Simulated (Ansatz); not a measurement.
Two structures of CH5InS, singlet, reached by relaxing down either side of one saddle point (PBE0-D4/def2-TZVP). Energies are electronic, without zero-point energy. Ansatz 0.2.0; basis: def2-TZVPP and def2-QZVPP; cores frozen in the correlated methods. Filled d shells of the heavier atoms are correlated. Core potentials replace the inner electrons of the atoms past krypton. The def2 sets are not built for correlating such inner shells, so the correlated values are less sure here. Extrapolation: Hartree–Fock as exp(−7.88 √X), correlation as X^−2.97. First:

In1  (-0.296, -0.147, -0.675)
S2  (1.937, 0.036, -1.538)
H3  (-1.503, -0.507, -1.842)
C4  (-0.424, 0.168, 1.438)
H5  (1.582, -0.218, -2.808)
H6  (0.130, -0.618, 1.953)
H7  (0.033, 1.126, 1.690)
H8  (-1.458, 0.160, 1.782)
(Å)

Second:

```csv
atom,x (Å),y (Å),z (Å)
In1,-1.9101,-0.4313,-0.2165
S2,0.8689,-0.9701,-1.7032
H3,0.6261,-0.4644,-2.9223
C4,-0.4318,0.3158,1.3169
H5,1.3723,0.1856,-1.2425
H6,0.3451,-0.4237,1.5419
H7,0.0667,1.2287,0.9683
H8,-0.9371,0.5593,2.2574
```

Q: Which bonds change from the first to the second?

A: CH₅InS ([CH3][InH][SH]) → CH₃In ([CH3][In]) + H₂S; bonds formed: S2–H3; bonds broken: In1–S2, In1–H3.

Q: Give the saddle point's structure and its height above each. (An estimate is asked for; the value comes from the calculation.)

A: By the calculation: 190.8 kJ/mol above the first and 117.7 kJ/mol above the second (CCSD(T) at an estimated basis limit (MP2 extrapolated from triple and quadruple zeta, plus CCSD(T) − MP2 in triple zeta)).
In1  (-0.867, -0.212, -0.544)
S2  (1.503, -0.659, -1.872)
H3  (-0.395, -0.779, -2.150)
C4  (-0.455, 0.233, 1.518)
H5  (1.314, 0.492, -2.538)
H6  (0.116, -0.595, 1.944)
H7  (0.157, 1.137, 1.557)
H8  (-1.373, 0.381, 2.085)
(Å)

The T1 diagnostic stays at or below 0.019. The restricted Hartree–Fock reference is unstable towards an unrestricted one at one or more of these structures.

Labels in which every atom is bracketed show which atoms are joined, not bond orders.

For scale, one of the runs: CCSD(T)/def2-TZVPP, 193 basis functions, launched by `ansatz run in.yaml --threads 4 --pin off --events-out ev --progress --plain --max-ram 9574MiB`. Hardware: 4 CPU threads of an AMD EPYC 9R45, shared host. Wall time 13 s; peak host memory 2.3 GiB.
